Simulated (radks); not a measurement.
Values are calculated unless marked as measured or tabulated.
Species: Co III. Configuration: [Ar] 3d7. Code: a radial shooting solver on a logarithmic mesh with Libxc functionals. Model: scalar-relativistic Kohn-Sham, PBE, spin-unpolarised, spherical densities, finite nucleus; Fermi nuclear charge, rms radius 3.7875 fm.

Radial electron density D(r) = 4 pi r^2 rho(r):

```
   r/bohr * D(r) (the largest magnitude, 36.5, reaches the edge; | marks zero)
 0.003417 |  *
 0.003852 |  *
 0.004343 |   *
 0.004897 |    *
 0.005566 |     *
 0.006275 |       *
 0.007075 |        *
 0.007978 |          *
 0.008995 |            *
  0.01014 |               *
  0.01153 |                  *
    0.013 |                     *
  0.01465 |                         *
  0.01652 |                             *
  0.01863 |                                *
    0.021 |                                    *
  0.02387 |                                        *
  0.02691 |                                           *
  0.03035 |                                              *
  0.03421 |                                                *
  0.03858 |                                                *
  0.04384 |                                                *
  0.04943 |                                              *
  0.05574 |                                            *
  0.06284 |                                         *
  0.07085 |                                       *
  0.07989 |                                      *
   0.0908 |                                      *
   0.1024 |                                       *
   0.1154 |                                           *
   0.1301 |                                               *
   0.1467 |                                                   *
   0.1654 |                                                      *
    0.188 |                                                      *
    0.212 |                                                   *
    0.239 |                                              *
   0.2695 |                                      *
   0.3039 |                               *
   0.3454 |                        *
   0.3894 |                     *
   0.4391 |                     *
    0.495 |                       *
   0.5582 |                         *
   0.6293 |                           *
   0.7153 |                           *
   0.8064 |                        *
   0.9093 |                    *
    1.025 |                *
    1.156 |           *
    1.303 |       *
    1.481 |    *
     1.67 |  *
    1.883 | *
    2.123 |*
    2.394 |*
    2.699 *
    3.068 *
    3.459 *
      3.9 *
```

D(r) has 3 maxima, at r = 0.0392, 0.179, 0.660 bohr, and minima at 0.0852, 0.418 bohr, inside which lie 2.11, 10.73 electrons.
